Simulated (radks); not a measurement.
Problem. Valence configurations of the neodymium ion Nd+ (all share [Xe]). Method: scalar-relativistic Kohn-Sham, BLYP, spin-polarised, spherical densities, finite nucleus; open shells are filled with parallel spins first (spin-orbit coupling, left out, can overturn this in heavy ions); Fermi nuclear charge, rms radius 4.9123 fm; computed with a radial shooting solver on a logarithmic mesh with Libxc functionals. Order these by energy: 4f4 5d1; 4f3 6s2; 4f3.5 6s1.5; 4f3 6s1 6p1; 4f3 5d1 6s1; 4f2 5d3; 4f3 5d0.5 6s1.5; 4f4 6s0.5 6p0.5; 4f3 5d2; 4f4 6s1.

Solution. From the lowest, in eV above it: 4f4 6s1 0.000; 4f3.5 6s1.5 0.908; 4f4 5d1 1.118; 4f4 6s0.5 6p0.5 1.547; 4f3 5d1 6s1 2.699; 4f3 5d0.5 6s1.5 3.012; 4f3 5d2 3.146; 4f3 6s2 3.309; 4f3 6s1 6p1 6.304; 4f2 5d3 9.478. NIST lists [Xe] 4f4 6s1 as the ground configuration; this level of theory agrees among the configurations tried. The energies are those of spherical high-spin densities, not of single terms.
